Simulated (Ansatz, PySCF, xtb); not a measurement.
Energy difference R1 + R2 → P1, each structure at its B3LYP-D3(BJ)/def2-TZVP stationary point, reached from a drawn start (curvature not checked).
R1: H2 (SMILES [H][H]), charge 0, multiplicity 1.
R2: OSi (SMILES [O+]#[Si-]), charge 0, multiplicity 1.
P1: H2OSi (SMILES O=[SiH2]), charge 0, multiplicity 1.

```csv
level,reaction energy (kcal/mol)
GFN1-xTB,-48.91
HF/cc-pV(T+d)Z,-6.89
HF/cc-pV(Q+d)Z,-7.29
PBE-D4/def2-TZVPP,-4.93
revPBE-D3(BJ)/def2-TZVPP,-3.64
revPBE-D4/def2-TZVPP,-3.65
r2SCAN-D4/def2-TZVPP,-7.57
B97M-V/def2-TZVPP,-6.42
B3LYP-D3(BJ)/def2-TZVPP,-4.40
PBE0-D4/def2-TZVPP,-7.49
B2PLYP-D4/def2-TZVPP,-3.55
CCSD/cc-pV(T+d)Z,-3.28
CCSD/cc-pV(Q+d)Z,-4.72
"CCSD(T)/CBS(cc-pV(T+d)Z, cc-pV(Q+d)Z)",-4.36
```

P less R. No zero-point or thermal terms.

Frozen-core correlation throughout. CBS: X⁻³ extrapolation of the correlation energy, Hartree–Fock from the larger set.

Run with Ansatz (Gaussian orbitals); PySCF for the D3/D4 terms; xtb for the GFN methods. All values are computed, each at the level named.

Ansatz is an electronic-structure program.
